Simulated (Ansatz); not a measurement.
`[BH2][GeH2][Cl]` + H₂O → `[BH2][GeH2][OH]` + HCl at 500 K and 1 bar (formal hydrolysis of a Ge–Cl bond).

Gas-phase electronic energies from Ansatz, PBE0-D4/def2-TZVP geometries. CCSD(T)/CBS adds triple-zeta CCSD(T) − MP2 to the extrapolated MP2 energy (def2 sets, frozen cores). This one scheme is used for every species. For Ge outer-core shells are correlated without core-valence functions, which leaves a few kJ/mol of doubt a bond. Scalar relativity is left out up to krypton. One conformer a species, not always the lowest.

```csv
species,CCSD(T)/CBS energy (Eh),H − E (kJ/mol),S (J/(mol·K))
`[BH2][GeH2][Cl]`,-2563.08808,132.7,365.9
H₂O,-76.37941,73.2,206.3
`[BH2][GeH2][OH]`,-2179.06509,167.3,365.3
HCl,-460.38127,32.5,201.9
```

H − E and S are ideal-gas, rigid-rotor, harmonic terms from PBE0-D4/def2-TZVP, for one conformer and one mirror image of each species. 1 Eh = 2625.50 kJ/mol, R = 8.31446 J/(mol·K).

Question: By hand: ΔE, ΔH, ΔS and ΔG.

Answer: ΔE = (-2179.06509) + (-460.38127) − (-2563.08808) − (-76.37941) = 0.02113 Eh = 55.5 kJ/mol. Δ(H − E) = 167.3 + 32.5 − 132.7 − 73.2 = -6.1, so ΔH = 49.4 kJ/mol. ΔS = 365.3 + 201.9 − 365.9 − 206.3 = -5.0 J/(mol·K). ΔG = 49.4 − 500 × (-5.0)/1000 = 51.9 kJ/mol.

Question: By hand: the equilibrium constant, and the temperature at which ΔG would vanish if ΔH and ΔS stayed fixed.

Answer: log₁₀ K = −ΔG/(RT ln 10) = -5.4. ΔH and −TΔS have one sign here, so there is no such temperature.

The number of gas molecules stays the same, so ΔS is small and ΔH decides. A doubt of 5 kJ/mol in ΔE shifts log₁₀ K by 0.5 here. Other conformers and mirror images would add mixing entropy, several J/(mol·K) or more a flexible species. These are equilibria of isolated gas molecules and say nothing of rates. Largest T1 diagnostic: 0.012 (customary marks: 0.02 for closed shells, 0.045 for open ones).

ΔS is within the doubt of such terms, so its sign, and with it that verdict, could turn.
